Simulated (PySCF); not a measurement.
# What a mistake does to a calculation on BH6N2Si cation

Calculated results; nothing here was measured. The program is PySCF 2.14.0, an open-source quantum chemistry code, run on an isolated molecule that a program drew, which may never have been made. The molecule is BH6N2Si cation (charge +1, singlet), drawn as the SMILES string `N[B+]N[SiH3]`.

Each row is a Hartree-Fock (HF) and frozen-core CCSD(T) single point in the cc-pV(D+d)Z basis, meant for a local HF minimum. Run 1 is clean. Each other run has one planted mistake out of seven kinds, and not every kind appears here: one electron removed, one electron added, multiplicity raised by two, geometry at a saddle point, minimal basis STO-3G, one bond length entered in bohr, all coordinates scaled. The reference is restricted for singlets and unrestricted otherwise, and also for a bond in bohr. Adding or removing an electron swaps singlet and doublet. Electrons count all cores. HOMO and LUMO are orbital energies over both spins, the gradient is its largest component, and the lowest frequency (negative if imaginary) is given only where the gradient is small. Bond lengths are over the 9 bonds as drawn. T1 is the CCSD diagnostic: over 0.02 (restricted) or 0.045 (unrestricted) a single reference is doubtful.

Geometry of the clean run:
```xyz
10
BH6N2Si cation, angstrom
N    -1.7948   -2.2070   -0.4568
B    -0.8975   -1.2359   -0.2900
N     0.0100   -0.2887   -0.1139
Si    1.6872   -0.4649    0.6142
H    -2.4786   -2.4396    0.2427
H    -1.8461   -2.7598   -1.2950
H    -0.2552    0.6393   -0.4167
H     1.7056    0.4073    1.7918
H     2.6234   -0.0479   -0.4334
H     1.7606   -1.8953    0.9372
```

```
run  electrons  basis functions  <S^2>  HOMO (eV)  LUMO (eV)  gradient (hartree/bohr)  lowest frequency (cm^-1)  mean bond (Å)  longest bond (Å)      T1  HF (hartree)  CCSD(T) (hartree)                          mistake
  1         38               95  0.000     -17.12      -1.32                  3.5e-05                       109         1.3239             1.837  0.0140    -425.88029         -426.43726                         no fault
  2         38               95  0.835     -13.93      -2.87                  8.7e-03                         -         1.4688             2.769  0.0450    -425.76341         -426.30999  one bond length entered in bohr
  3         39               95  0.763      -3.14       3.55                  1.2e-01                         -         1.3239             1.837  0.0154    -425.95732         -426.53014               one electron added
  4         38               95  0.000     -17.40      -1.19                  4.1e-02                         -         1.2696             1.762  0.0123    -425.86066         -426.40852           all coordinates scaled
  5         38               30  0.000     -15.82       2.00                  3.0e-02                         -         1.3239             1.837  0.0207    -420.87959         -421.12320             minimal basis STO-3G
  6         37               95  0.764     -23.18     -14.11                  1.2e-01                         -         1.3239             1.837  0.0751    -425.30144         -425.83492                                ?
```

**Which mistake was planted in run 6, and what did it cost?**

It counts 37 electrons, one fewer than the clean run, at the same geometry and basis. So the mistake is: one electron removed. Subtracting run 1 and multiplying by 627.51 kcal/mol a hartree, the energy moved by 363.2 kcal/mol in HF and 378.0 kcal/mol in CCSD(T).

Cautions from the logs. Run 5: T1 is over the limit, so its CCSD(T) energy is less reliable; run 6: T1 is over the limit, so its CCSD(T) energy is less reliable.
